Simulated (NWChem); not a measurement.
Species: SnF cation, singlet; SMILES [F][Sn+]

Program: NWChem. Medium grid unless said otherwise, to which SCAN and Minnesota functionals are sensitive. Low-valent species are run as closed-shell singlets; no triplet was tried in these runs. Structure relaxed at the PBE0/def2-SVP level. def2 effective core potentials on Sn; no spin-orbit coupling. B3LYP is NWChem's, with the RPA form of VWN correlation. Total energies of different functionals are on different scales.

```
level                energy (Ha)  highest occupied level (eV)  orbital gap (eV)
-------------------  -----------  ---------------------------  ----------------
B3LYP/def2-TZVP        -314.0190                       -16.28              6.59
PBE/def2-TZVP          -313.8547                            …              5.00
LRC-wPBEh/def2-TZVP    -313.8684                       -18.22             10.60
RPBE/def2-TZVP         -314.0022                       -15.01              5.00
r2SCAN/def2-TZVP       -313.9795                       -15.45              5.48
B3PW91/def2-TZVP       -314.0155                       -16.25              6.69
OLYP/def2-TZVP         -314.1716                       -14.90              5.06
SCAN/def2-TZVP         -313.9751                       -15.50              5.44
PW6B95/def2-TZVP       -314.1789                       -16.57              7.24
MN15/def2-TZVP         -313.3995                       -17.27              8.37
```

Task: What belongs in the gaps?

Result: 
- PBE/def2-TZVP, highest occupied level (eV): -15.12
